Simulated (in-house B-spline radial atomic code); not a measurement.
# How G0W0 and RPA depend on the start: Cl2+

Configuration [Ne] 3s2 3p3, highest spin. Computed with a B-spline radial code for spherical atoms: all electrons, scalar-relativistic (spin-free one-electron X2C), finite nucleus, each spin shell either full or empty, empty states to l = 9 with an (l + 1/2)⁻⁴ tail; G0W0 by contour deformation at full frequency.

| start | mean-field 3p up (eV) | G0W0 (eV) | QP weight | RPA correlation (Eh) |
| --- | --- | --- | --- | --- |
| Hartree-Fock | -39.69 | -40.07 | 0.962 | -0.7928 |
| LDA VWN5 | -33.03 | -39.52 | 0.913 | -0.90653 |
| PBE | -33.09 | -39.50 | 0.914 | -0.90468 |
| PBE0 | -34.94 | -39.70 | 0.933 | -0.87116 |
| r2SCAN | -33.76 | ? | ? | ? |
| HSE06 | -34.52 | -39.66 | 0.930 | -0.87601 |
| B3LYP (VWN-RPA) | -34.42 | -39.64 | 0.929 | -0.87828 |
| SCAN | -33.77 | -39.63 | 0.925 | -0.88505 |
| TPSS | -33.32 | -39.54 | 0.918 | -0.89706 |
| BHandHLYP | -36.46 | -39.82 | 0.945 | -0.84264 |
| CAM-B3LYP | -36.26 | ? | ? | ? |
| LC-wPBE | -37.99 | -39.88 | 0.952 | -0.85054 |
| wB97X | -37.39 | -39.85 | 0.951 | -0.84756 |
| PBEsol | -33.01 | -39.52 | 0.914 | -0.90512 |
| BLYP | -32.76 | -39.45 | 0.912 | -0.90549 |
| r2SCAN0 | -35.40 | -39.78 | 0.939 | -0.85926 |
| LDA exchange-only | -31.96 | -39.53 | 0.907 | -0.90568 |

**Question.** What G0W0 level, weight and RPA correlation energy follow from the r2SCAN start?

**Answer.** G0W0 level -39.65 eV, weight 0.925, RPA correlation -0.88559 hartree.

**Question.** What G0W0 level, weight and RPA correlation energy follow from the CAM-B3LYP start?

**Answer.** G0W0 level -39.79 eV, weight 0.943, RPA correlation -0.85811 hartree.

**Question.** How much of the dependence on the start does G0W0 remove?

**Answer.** The mean-field levels span 7.73 eV and the G0W0 levels 0.619 eV. Against 39.8 ± 0.11 eV (NIST, semi-empirical) the G0W0 removal energies are off by -0.35 to +0.27 eV, with spin-orbit coupling, Breit and QED terms left out.
